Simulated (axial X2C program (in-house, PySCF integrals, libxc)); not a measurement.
# WCl⁻: from the spin-free to the two-component result

All values were computed with an axial X2C code built on PySCF integrals. Spin-free means the one-electron spin-free X2C Hamiltonian; two-component (2c) means X2C with spin–orbit coupling and atomic mean-field two-electron Coulomb and Gaunt terms, so the difference of the two also holds small scalar two-electron terms. Basis: W dyall-acv3z [14s15p10d7f4g], Cl dyall-av3z [9s8p3d2f] (cores contracted in-house); Gaussian nuclei, density fitting, unrestricted open shells. Masses: W 183.951 u, Cl 34.969 u.

Spin-free state: M_S = 2, Λ = 0 (beyond evenly filled blocks: π+α, π-α, δ+α, δ-α); fragments W + Cl-.

```json
{"level": "PBE0", "Re (Å)": "2.349", "ωe (cm⁻¹)": "302.5", "μ (D)": "0.05"}
{"level": "HF", "Re (Å)": "2.450", "ωe (cm⁻¹)": "273.7", "μ (D)": "2.37"}
{"level": "PBE", "Re (Å)": "2.335", "ωe (cm⁻¹)": "302.5", "μ (D)": "-0.10"}
```

Dipoles are positive if Cl is the positive end and refer to the centre of mass.

Two-component determinant lowest at the distance of the search:

Ω = 2 (⟨Sz⟩ = 1.96, ⟨Lz⟩ = 0.04 at PBE0); fragments W + Cl-.

```csv
level,Re (Å),ωe (cm⁻¹),μ (D)
PBE0,2.348,302.5,0.09
HF,2.452,272.1,1.83
PBE,2.335,302.1,-0.04
```

Q: From the two tables, how do the constants change at the PBE0 level (2c against spin-free)?

A: At the PBE0 level Re falls by 0.001 Å and ωe is unchanged to within 0.2 cm⁻¹.

The state is a single determinant with fixed occupations, the lowest that a limited PBE0 search found. De is not given where an atomic determinant may have missed its ground term or J level, or where the truncated virtual space spoils (T). Density functionals use the spin component along the axis (collinear). Other states lie close and PBE0, whose exact exchange favours high spin, may order them wrongly; the determinant shown need not be the ground state. The nearest other spin-free determinant of the search, M_S = 3, Λ = 0, lies 0.14 eV up at the distance of the search. Without a current term, density functionals place determinants with orbital angular momentum somewhat too high. With several unpaired electrons one determinant need not be a pure state. Open-shell Ω = 0 determinants with evenly filled partner blocks cannot be reached by this program, so the Ω shown need not be the lowest component. The highest occupied level of some functionals is positive through self-interaction error; at Hartree–Fock it is bound. The determinant is spin-polarised beyond a pure state at some levels (its spin-free form has ⟨S²⟩ too high), which makes Re and μ there less reliable.
